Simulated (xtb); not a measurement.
Input for xtb: GFN2-xTB on ClH3PbSi (SMILES [SiH3][Pb][Cl]), a point of a torsion scan.

```
$ xtb mol.xyz --gfn 2 --opt vtight --chrg 0 --uhf 0 --input xcontrol
6

Si    -0.84075897    -0.03203905     0.00274780
Pb     1.44773497    -1.16584292    -0.04295183
Cl     1.21038011    -3.47345726    -0.71158810
H     -1.10958215     0.45928370     1.37396584
H     -1.90728894    -0.90776490    -0.46662071
H     -0.78383462     1.14594845    -0.88405258
$constrain
  force constant=1.0
  dihedral: 4,1,2,3,120.0
$end
```

It printed:

```
[...]
           -------------------------------------------------
          |                Calculation Setup                |
           -------------------------------------------------



           -------------------------------------------------
          |                 G F N 2 - x T B                 |
           -------------------------------------------------

        Reference                      10.1021/acs.jctc.8b01176
      * Hamiltonian:
        H0-scaling (s, p, d)           1.850000    2.230000    2.230000
        zeta-weighting                 0.500000
      * Dispersion:
        s8                             2.700000
        a1                             0.520000
        a2                             5.000000
        s9                             5.000000
      * Repulsion:
        kExp                           1.500000    1.000000
        rExp                           1.000000
      * Coulomb:
        alpha                          2.000000
        third order                    shell-resolved
        anisotropic                    true
        a3                             3.000000
        a5                             4.000000
        cn-shift                       1.200000
        cn-exp                         4.000000
        max-rad                        5.000000


          ...................................................
          :                      SETUP                      :
          :.................................................:
          :  # basis functions                  27          :
          :  # atomic orbitals                  25          :
          :  # shells                           11          :
          :  # electrons                        18          :
          :  max. iterations                   250          :
          :  Hamiltonian                  GFN2-xTB          :
          :  restarted?                      false          :
          :  GBSA solvation                  false          :
          :  PC potential                    false          :
          :  electronic temp.          300.0000000     K    :
          :  accuracy                    1.0000000          :
          :  -> integral cutoff          0.2500000E+02      :
          :  -> integral neglect         0.1000000E-07      :
          :  -> SCF convergence          0.1000000E-05 Eh   :
          :  -> wf. convergence          0.1000000E-03 e    :
          :  Broyden damping             0.4000000          :
          :  net charge                          0          :
          :  unpaired electrons                  0          :
          ...................................................

 iter      E             dE          RMSdq      gap      omega  full diag
   1    -10.0949676 -0.100950E+02  0.221E+01    1.44       0.0  T
   2    -10.1687665 -0.737989E-01  0.782E+00    1.69       1.0  T
   3    -10.1704891 -0.172266E-02  0.522E+00    1.34       1.0  T
   4    -10.1717406 -0.125151E-02  0.907E-01    1.43       1.0  T
   5    -10.1718403 -0.996082E-04  0.502E-01    1.43       1.0  T
   6    -10.1718752 -0.349656E-04  0.220E-01    1.46       1.0  T
   7    -10.1718804 -0.521281E-05  0.512E-02    1.45       1.0  T
   8    -10.1718823 -0.184202E-05  0.819E-03    1.45       5.0  T
   9    -10.1718823 -0.787079E-07  0.511E-03    1.45       8.0  T
  10    -10.1718824 -0.337273E-07  0.286E-03    1.45      14.3  T
  11    -10.1718824 -0.129791E-07  0.496E-04    1.45      82.4  T
  12    -10.1718824 -0.144162E-09  0.148E-04    1.45     276.0  T

   *** convergence criteria satisfied after 12 iterations ***

         #    Occupation            Energy/Eh            Energy/eV
      -------------------------------------------------------------
         1        2.0000           -1.0270903             -27.9486
       ...           ...                  ...                  ...
         3        2.0000           -0.6968996             -18.9636
         4        2.0000           -0.4335744             -11.7982
         5        2.0000           -0.4309635             -11.7271
         6        2.0000           -0.4226516             -11.5009
         7        2.0000           -0.4124708             -11.2239
         8        2.0000           -0.4118599             -11.2073
         9        2.0000           -0.3469169              -9.4401 (HOMO)
        10                         -0.2935535              -7.9880 (LUMO)
        11                         -0.2082277              -5.6662
        12                         -0.1775879              -4.8324
        13                         -0.1555125              -4.2317
        14                         -0.1214830              -3.3057
       ...                                ...                  ...
        25                          0.7020715              19.1043
      -------------------------------------------------------------
                  HL-Gap            0.0533633 Eh            1.4521 eV
             Fermi-
[...]
           -11.0689
         8        2.0000           -0.4066803             -11.0663
         9        2.0000           -0.3537485              -9.6260 (HOMO)
        10                         -0.2985079              -8.1228 (LUMO)
        11                         -0.2014394              -5.4814
        12                         -0.1702629              -4.6331
        13                         -0.1435633              -3.9066
        14                         -0.1186836              -3.2295
       ...                                ...                  ...
        25                          0.7358490              20.0235
      -------------------------------------------------------------
                  HL-Gap            0.0552406 Eh            1.5032 eV
             Fermi-level           -0.3261282 Eh           -8.8744 eV

 SCC (total)                   0 d,  0 h,  0 min,  0.003 sec
 SCC setup                      ...        0 min,  0.000 sec (  1.856%)
 Dispersion                     ...        0 min,  0.000 sec (  0.473%)
 classical contributions        ...        0 min,  0.000 sec (  0.212%)
 integral evaluation            ...        0 min,  0.001 sec ( 32.870%)
 iterations                     ...        0 min,  0.001 sec ( 19.022%)
 molecular gradient             ...        0 min,  0.001 sec ( 42.637%)
 printout                       ...        0 min,  0.000 sec (  2.594%)

         :::::::::::::::::::::::::::::::::::::::::::::::::::::
         ::                     SUMMARY                     ::
         :::::::::::::::::::::::::::::::::::::::::::::::::::::
         :: total energy             -10.153028621678 Eh    ::
         :: gradient norm              0.000134443756 Eh/a0 ::
         :: HOMO-LUMO gap              1.503173213596 eV    ::
         ::.................................................::
         :: SCC energy               -10.181806080614 Eh    ::
         :: -> isotropic ES            0.039403251770 Eh    ::
         :: -> anisotropic ES          0.003613477125 Eh    ::
         :: -> anisotropic XC          0.003036806481 Eh    ::
         :: -> dispersion             -0.004209044542 Eh    ::
         :: repulsion energy           0.028777453427 Eh    ::
         :: add. restraining           0.000000005508 Eh    ::
         :: total charge               0.000000000000 e     ::
         :::::::::::::::::::::::::::::::::::::::::::::::::::::

           -------------------------------------------------
          |                Property Printout                |
           -------------------------------------------------

    * Orbital Energies and Occupations

         #    Occupation            Energy/Eh            Energy/eV
      -------------------------------------------------------------
         1        2.0000           -1.0223065             -27.8184
         2        2.0000           -0.8995691             -24.4785
         3        2.0000           -0.6876428             -18.7117
         4        2.0000           -0.4235896             -11.5265
         5        2.0000           -0.4199237             -11.4267
         6        2.0000           -0.4146913             -11.2843
         7        2.0000           -0.4067742             -11.0689
         8        2.0000           -0.4066803             -11.0663
         9        2.0000           -0.3537485              -9.6260 (HOMO)
        10                         -0.2985079              -8.1228 (LUMO)
        11                         -0.2014394              -5.4814
        12                         -0.1702629              -4.6331
        13                         -0.1435633              -3.9066
        14                         -0.1186836              -3.2295
        15                         -0.0798822              -2.1737
        16                         -0.0576715              -1.5693
        17                          0.0541592               1.4737
        18                          0.0659281               1.7940
        19                          0.0661907               1.8011
        20                          0.0662933               1.8039
       ...                                ...                  ...
        25                          0.7358490              20.0235
      -------------------------------------------------------------
                  HL-Gap            0.0552406 Eh            1.5032 eV
             Fermi-level           -0.3261282 Eh           -8.8744 eV

     #   Z          covCN         q      C6AA      α(0)
     1  14 Si       3.605     0.328   102.406    19.432
     2  82 Pb       1.690     0.462   431.768    43.411
     3  17 Cl       0.838    -0.462   114.298    16.355
     4   1 H        0.917    -0.116     6.160     3.882
     5   1 H        0.920    -0.095     5.396     3.633
     6   1 H        0.917    -0.117     6.202     3.895
Note: The following floating-point exceptions are signalling: IEEE_UNDERFLOW_FLAG IEEE_DENORMAL
normal termination of xtb

 Mol. C6AA /au·bohr⁶  :       2357.513165
 Mol. C8AA /au·bohr⁸  :     192832.427219
 Mol. α(0) /au        :         90.608844


Wiberg/Mayer (AO) data.
largest (>0.10) Wiberg bond orders for each atom

 ---------------------------------------------------------------------------
     #   Z sym  total        # sym  WBO       # sym  WBO       # sym  WBO
 ---------------------------------------------------------------------------
     1  14 Si   3.571 --     5 H    0.910     6 H    0.897     4 H    0.897
                             2 Pb   0.847
     2  82 Pb   1.874 --     3 Cl   0.900     1 Si   0.847
     3  17 Cl   0.923 --     2 Pb   0.900
     4   1 H    0.987 --     1 Si   0.897
     5   1 H    0.991 --     1 Si   0.910
     6   1 H    0.986 --     1 Si   0.897
 ---------------------------------------------------------------------------

Topologies differ in total number of bonds
Writing topology from bond orders to xtbtopo.mol

molecular dipole:
                 x           y           z       tot (Debye)
 q only:        0.980       1.757       0.624
   full:        1.566       1.416       0.604       5.582
molecular quadrupole (traceless):
                xx          xy          yy          xz          yz          zz
 q only:       11.971       3.278     -18.021       1.827      -6.216       6.050
  q+dip:       12.567       3.185     -17.630       2.203      -5.901       5.064
   full:        9.772       4.133     -17.198       1.773      -6.385       7.426

           -------------------------------------------------
          |                Geometry Summary                 |
           -------------------------------------------------

      molecular mass/u    :      273.7791666
   center of mass at/Å    :        1.3243759      -1.3190017      -0.0934482
  moments of inertia/u·Å² :        0.1627780E+03   0.2542794E+03   0.4117692E+03
rotational constants/cm⁻¹ :        0.1035621E+00   0.6629571E-01   0.4093951E-01

 * 3 selected distances

     #   Z          #   Z                                           value/Å
     1  14 Si       4   1 H                                       1.4687335
     1  14 Si       5   1 H                                       1.4567124 (min)
     1  14 Si       6   1 H                                       1.4690852 (max)

 * 1 distinct bonds (by element types)

   Z      Z             #   av. dist./Å        max./Å        min./Å
   1 H   14 Si          3     1.4648437     1.4690852     1.4567124


optimized geometry written to: xtbopt.xyz


           -------------------------------------------------
          | TOTAL ENERGY              -10.153028621678 Eh   |
          | GRADIENT NORM               0.000134443756 Eh/α |
          | HOMO-LUMO GAP               1.503173213596 eV   |
           -------------------------------------------------

------------------------------------------------------------------------
------------------------------------------------------------------------
 total:
 SCF:
 ANC optimizer:
```

The run finished.

Warnings raised: the energy holds the restraint's term.

Cost: about 0.12 core-seconds (a rough figure).
